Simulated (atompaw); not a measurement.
Reading a pseudo-wave (Rh (Z = 45))

Columns: radius, all-electron u(r) and pseudo u(r) of the 4d shell (level -7.81 eV) of rhodium in the configuration [Kr] 4d8 5s0 5p1; LDA (PW92), scalar-relativistic, PAW (atompaw) scheme, atompaw 4.2.0.5.

| r (bohr) | all-electron | pseudo |
| --- | --- | --- |
| 0.113 | -0.2185 | 0.0004 |
| 0.227 | -0.4147 | 0.0032 |
| 0.340 | -0.2982 | 0.0104 |
| 0.454 | -0.0263 | 0.0240 |
| 0.567 | 0.2583 | 0.0448 |
| 0.681 | 0.4956 | 0.0737 |
| 0.794 | 0.6638 | 0.1098 |
| 0.908 | 0.7701 | 0.1528 |
| 1.021 | 0.8247 | 0.2002 |
| 1.135 | 0.8422 | 0.2506 |
| 1.248 | 0.8338 | 0.3008 |
| 1.362 | 0.8084 | 0.3490 |
| 1.475 | 0.7729 | 0.3919 |
| 1.588 | 0.7315 | 0.4278 |
| 1.702 | 0.6869 | 0.4553 |
| 1.815 | 0.6420 | 0.4729 |
| 1.929 | 0.5973 | 0.4805 |
| 2.042 | 0.5543 | 0.4784 |
| 2.156 | 0.5130 | 0.4675 |
| 2.269 | 0.4743 | 0.4495 |
| 2.383 | 0.4376 | 0.4259 |
| 2.496 | 0.4036 | 0.3991 |
| 2.610 | 0.3717 | 0.3705 |
| 2.723 | 0.3423 | 0.3422 |
| 2.837 | 0.3149 | 0.3149 |
| 2.950 | 0.2898 | 0.2898 |

(1) How many radial nodes do the two functions have?

(2) Where does each function peak?

(3) Is the pseudo-wave norm-conserving?

## Answers

(1) The all-electron 4d function has n − l − 1 = 1; the pseudo-wave has 0, since the states of the same l below it are removed with the core.

(2) Outermost all-electron maximum near 1.14 bohr, pseudo maximum near 1.93 bohr (to the table’s step).

(3) No, it belongs to a PAW set: the norm inside the radius is not constrained, and the difference is carried by the augmentation charge.
